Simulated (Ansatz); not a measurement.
Z-matrix (Å, degrees):
```
Si
S 1 2.093
C 1 1.813 2 54.4
F 1 1.583 2 119.2 3 109.1
H 1 1.471 2 120.5 3 -113.1
S 3 1.597 1 155.8 2 178.6
```

Charge 0, multiplicity 1.

Question: List the ωB97M-V/def2-TZVPP orbital energies in eV (Ansatz). (An estimate is asked.)

Answer: Computed: Occupied: -2427.73, -2426.83, -1809.22, -678.41, -284.21, -221.69, -220.78, -164.77, -164.71, -164.66, -163.87, -163.87, -163.68, -150.15, -104.31, -104.27, -104.22, -36.97, -26.41, -23.61, -19.02, -17.70, -16.35, -16.04, -15.45, -13.96, -13.20, -12.70, -11.28, -9.74, -8.57. Lowest empty: -0.69, 1.36, 1.48, 2.12, 3.18, 4.02, 4.31, 4.97.
